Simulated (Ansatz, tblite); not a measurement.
Cost and result up the ladder for Si₃Au⁺ (4 atoms). Total charge 1; singlet. Geometry: r2SCAN-D4/def2-SVP.

```xyz
4

Au    0.8775   -0.6185    0.8444
Si   -0.2576   -1.6361   -1.0477
Si    0.1651    1.7018    0.9578
Si   -0.7850    0.5528   -0.7546
```

Ansatz on 4 threads of Arm Neoverse V2 on a shared host; xTB runs through tblite on one thread. Times are rough, summed over both states, and most runs start from the orbitals of an earlier one. ωB97X-V/def2-TZVP serves as the yardstick here, not as an exact answer. The other state is a triplet at its own geometry, which has other bonds, so the gap mixes isomer and spin.

In the def2 sets Au takes a core potential; there is no spin–orbit coupling. The xTB rows come from tblite. B3LYP takes the VWN-RPA correlation. Correlated methods freeze 15 core orbitals; core or outer-core shells of Au are correlated, in sets that lack core-valence functions. The structure comes from a short search, and lower isomers may exist.

Run but left out: HF/def2-TZVP, PBE-QIDH/def2-TZVP (singlet: restricted singlet, unstable towards broken spin symmetry); B2PLYP/def2-TZVP (singlet: restricted singlet, unstable in another Hartree–Fock run and untested here).

Correlated methods converge slowly with the basis.

xTB has no spin-polarisation term.

| level | functions | triplet − singlet (eV) | difference from ωB97X-V/def2-TZVP (eV) |
| --- | --- | --- | --- |
| GFN1-xTB | 36 | 0.84 | 0.46 |
| PBE-D4/def2-TZVP | 151 | 0.50 | 0.13 |
| r2SCAN-D4/def2-TZVP | 151 | 0.45 | 0.07 |
| B3LYP-D4/def2-TZVP | 151 | 0.37 | -0.01 |
| ωB97X-V/def2-TZVP | 151 | 0.38 | 0.00 |
| PBE0-D4/def2-TZVP | 151 | 0.40 | 0.02 |
| RPA@PBE/def2-TZVP | 151 | 0.57 | 0.19 |
| GFN2-xTB | 36 | 0.59 | 0.21 |

Estimate how long each takes.

GFN1-xTB 0.008 s; GFN2-xTB 0.01 s; PBE-D4/def2-TZVP 4 s; PBE0-D4/def2-TZVP 5.8 s; B3LYP-D4/def2-TZVP 6.1 s; RPA@PBE/def2-TZVP 7.4 s; r2SCAN-D4/def2-TZVP 11 s; ωB97X-V/def2-TZVP 33 s. On shared hardware such times vary by a factor of up to 3.
